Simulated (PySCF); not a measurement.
Isomers of C6H13FSi2, one GFN2-xTB conformer each. Single-point energies are computed at PBE0/pcSseg-1 (PySCF, gas phase, no added dispersion term), electronic only.

**Question.** Rank them by PBE0/pcSseg-1 energy, lowest first (kJ/mol).
A. `[CH2:1]=[CH:2][C@H:3]([SiH3:4])[SiH2:5]/[CH:6]=[CH:7]/[CH2:8][F:9]` with C1–C2–C3–Si4 -115°, C2–C3–Si5–C6 180°, C3–Si5–C6–C7 119°, C6–C7–C8–F9 144°
B. `[CH:1]#[C:2][SiH2:3][C@@H:4]([CH2:5][F:6])[CH2:7][SiH2:8][CH3:9]` with C2–Si3–C4–C5 177°, Si3–C4–C5–F6 59°, Si3–C4–C7–Si8 171°, C4–C7–Si8–C9 -164°
C. `[CH2:1]=[CH:2][Si@@H:3]1[SiH2:4][C@@H:5]([CH2:6][CH3:7])[C@H:8]1[F:9]` with C1–C2–Si3–Si4 -130°, Si4–C5–C6–C7 -178°, C2–Si3–Si4–C5 -94°, Si3–Si4–C5–C6 -143°, Si4–C5–C8–F9 -92°, C2–Si3–C8–C5 97°
D. `[CH2:1]=[CH:2][CH2:3][Si@@H:4]1[CH2:5][SiH2:6][C@@H:7]([F:8])[CH2:9]1` with C1–C2–C3–Si4 -101°, C2–C3–Si4–C5 52°, C3–Si4–C5–Si6 -121°, Si4–C5–Si6–C7 -18°, C5–Si6–C7–F8 -79°, Si6–C7–C9–Si4 -43°
E. `[CH3:1][C:2]#[C:3][C@@:4]([CH3:5])([SiH3:6])[C@@H:7]([F:8])[SiH3:9]` with C3–C4–C7–F8 -85°
F. `[CH3:1][SiH2:2][C:3]1=[CH:4][CH2:5][CH2:6][SiH2:7][C@@H:8]1[F:9]` with C1–Si2–C3–C4 109°, C3–C4–C5–C6 59°, C4–C5–C6–Si7 -53°, C5–C6–Si7–C8 7°, C6–Si7–C8–F9 165°
G. `[CH3:1][SiH2:2]/[CH:3]=[C:4]1\[CH2:5][CH2:6][SiH2:7][C@@H:8]1[F:9]` with C1–Si2–C3–C4 -175°, C3–C4–C5–C6 -126°, C4–C5–C6–Si7 -36°, C5–C6–Si7–C8 12°, C6–Si7–C8–F9 136°
H. `[CH3:1][CH2:2][C@@H:3]1[SiH2:4][CH:5]=[CH:6][SiH2:7][C@@H:8]1[F:9]` with C1–C2–C3–Si4 -75°, C2–C3–Si4–C5 -69°, C3–Si4–C5–C6 -22°, C5–C6–Si7–C8 -6°, C6–Si7–C8–F9 165°

**Answer.** D (0.0), F (17.6), G (34.0), H (42.9), C (113.6), A (138.9), B (147.6), E (221.4).

As drawn, the lowest has a C=C bond outside aromatic rings, which the highest lacks; the highest has a C≡C bond, which the lowest lacks. Neighbours under 10 kJ/mol apart (C[SiH2]/C=C1\CC[SiH2][C@@H]1F and CC[C@@H]1[SiH2]C=C[SiH2][C@@H]1F; C=C[C@H]([SiH3])[SiH2]/C=C/CF and C#C[SiH2][C@@H](CF)C[SiH2]C) can change places with a better method, another conformer or zero-point energy. GFN2-xTB itself gives, in the same order: 54.9, 0.0, 9.5, 27.2, 130.3, 117.3, 145.1, 71.4. GFN2-xTB puts C[SiH2]C1=CCC[SiH2][C@@H]1F lowest instead; measured from each level's own lowest isomer, the values differ by up to 150.0 kJ/mol (CC#C[C@@](C)([SiH3])[C@@H](F)[SiH3]: 71.4 against 221.4).

**Question.** Which frontier levels, dipoles and rotational constants go with these structures?

**Answer.** 
```json
{"SMILES": "C=CC[Si@@H]1C[SiH2][C@@H](F)C1", "HOMO (eV, PBE0/pcSseg-1)": "-7.19", "LUMO (eV)": "0.07", "dipole (D)": "1.70", "A, B, C (MHz)": "1932, 752.4, 652.9"}
{"SMILES": "C[SiH2]C1=CCC[SiH2][C@@H]1F", "HOMO (eV, PBE0/pcSseg-1)": "-7.05", "LUMO (eV)": "-0.24", "dipole (D)": "2.38", "A, B, C (MHz)": "1718, 850.0, 698.3"}
{"SMILES": "C[SiH2]/C=C1\\CC[SiH2][C@@H]1F", "HOMO (eV, PBE0/pcSseg-1)": "-7.18", "LUMO (eV)": "-0.45", "dipole (D)": "1.77", "A, B, C (MHz)": "2170, 596.4, 496.4"}
{"SMILES": "CC[C@@H]1[SiH2]C=C[SiH2][C@@H]1F", "HOMO (eV, PBE0/pcSseg-1)": "-7.98", "LUMO (eV)": "-0.95", "dipole (D)": "1.81", "A, B, C (MHz)": "1238, 1125, 765.9"}
{"SMILES": "C=C[Si@@H]1[SiH2][C@@H](CC)[C@H]1F", "HOMO (eV, PBE0/pcSseg-1)": "-7.32", "LUMO (eV)": "-0.76", "dipole (D)": "2.00", "A, B, C (MHz)": "1950, 662.9, 601.1"}
{"SMILES": "C=C[C@H]([SiH3])[SiH2]/C=C/CF", "HOMO (eV, PBE0/pcSseg-1)": "-7.08", "LUMO (eV)": "-0.65", "dipole (D)": "1.27", "A, B, C (MHz)": "1955, 419.4, 386.3"}
{"SMILES": "C#C[SiH2][C@@H](CF)C[SiH2]C", "HOMO (eV, PBE0/pcSseg-1)": "-7.76", "LUMO (eV)": "-0.01", "dipole (D)": "1.72", "A, B, C (MHz)": "1208, 707.3, 480.4"}
{"SMILES": "CC#C[C@@](C)([SiH3])[C@@H](F)[SiH3]", "HOMO (eV, PBE0/pcSseg-1)": "-7.11", "LUMO (eV)": "0.50", "dipole (D)": "1.88", "A, B, C (MHz)": "1074, 994.9, 684.4"}
```
